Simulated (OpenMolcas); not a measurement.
A calculation on Cl2+.

```json
{
  "Program": "OpenMolcas",
  "Method": "XMS-RASPT2, IPEA 0.25 Eh, imaginary shift 0.1 Eh (closed shells correlated: 2s 2p)",
  "Basis": "ANO-RCC-VTZP [5s4p2d1f]",
  "Scalar Hamiltonian": "DKH2, point nucleus",
  "Active space": "5 electrons in 9 orbitals (RAS2 3s 3p; RAS3 3d, at most 2 electrons)",
  "State averaging": "2S+1 = 4 odd, 1 root; 2S+1 = 2 odd, 11 roots; 2S+1 = 4 even, 3 roots; 2S+1 = 2 even, 9 roots",
  "Spin-orbit coupling": "RASSI with atomic mean-field integrals over the reference wave functions, term energies averaged over their components"
}
```

(1) Which level of the active space comes out lowest?

(2) How high does 3s² 3p³ ²D°_3/2 lie?

(3) How high does 3s 3p⁴ ⁴P_1/2 lie?

(4) How high does 3s 3p⁴ ²D_3/2 lie?

Measured values: Moore, Atomic Energy Levels, vol. I, NSRDS-NBS 35 (1971 reprint of NBS Circular 467, 1949).

Answers

(1) 3s² 3p³ ⁴S°_3/2, with 100 % of that term; it is also the measured ground level.

(2) 18720 cm⁻¹ above the lowest level; measured 18053 cm⁻¹ above the ground level, so the calculation is off by +4 %.

(3) 99570 cm⁻¹ above the lowest level; measured 99475 cm⁻¹ above the ground level, so the calculation is off by 0 %.

(4) 124960 cm⁻¹ above the lowest level.

CASPT2 does not keep the components of a term degenerate, so their means are used; among the terms shown or strongly mixed into the levels shown the widest spread is 170 cm-1 (3s 3p⁴ ²D). The run also gave levels led by 3s² 3p² 3d, which use shells meant for correlation; these and all levels above them are left out. Some terms mix strongly with configurations of 3d, whose occupation reaches 0.30 (3s 3p⁴ ⁴P, 3s 3p⁴ ²D). Measured partners are found by configuration, term and J. A level has none where our copy of the source lacks it or the pairing is in doubt (some pairs that miss far off the trend of their configuration count as doubtful), and it then counts in no deviation. Levels of configurations outside the active space are missing.

° marks odd parity.
